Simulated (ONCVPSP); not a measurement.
# How hard is this zinc ONCV potential?

zinc (Zn), optimised norm-conserving Vanderbilt (ONCV), made with ONCVPSP 4.0.1 (PBEsol, scalar-relativistic). Core [Ar], reference 3d10 4s2. Waves: 4s: rc 2.30 bohr, ncon 5, nbas 9, qcut 2.4 1/bohr, 1 projector; p scattering state at 0.3 Ha: rc 1.75 bohr, ncon 3, nbas 8, qcut 4 1/bohr, 2 projectors, debl 1.2 Ha; 3d: rc 0.90 bohr, ncon 4, nbas 8, qcut 20.6 1/bohr, local. Local part: the d channel. Core correction: none.

Question: For each optimised wave give the share of its norm inside rc, the residual kinetic energy above qcut (Ha) and the cutoffs (Ha) for errors of 10, 1, 0.1 and 0.01 mHa per electron.

Answer:

```csv
wave,norm inside rc,residual KE,10 mHa,1 mHa,0.1 mHa,0.01 mHa
4s,0.435,9.5e-03,2.8,20.7,39.7,45.3
p projector 1,0.065,5.8e-05,1.3,4.6,7.4,15.5
p projector 2,0.205,4.6e-03,5.9,60.4,116.6,not reached
3d,0.603,6.0e-07,114.9,139.5,159.8,176.3
```

The occupied waves need 139 Ha and 160 Ha for 1 and 0.1 mHa. Note: ghosts flagged at negative energy: s at -556.1 eV, p at -161.4 eV; GHOST(+) flagged for s at 13.1 eV. A true bound ghost makes a file unfit for plane-wave use.
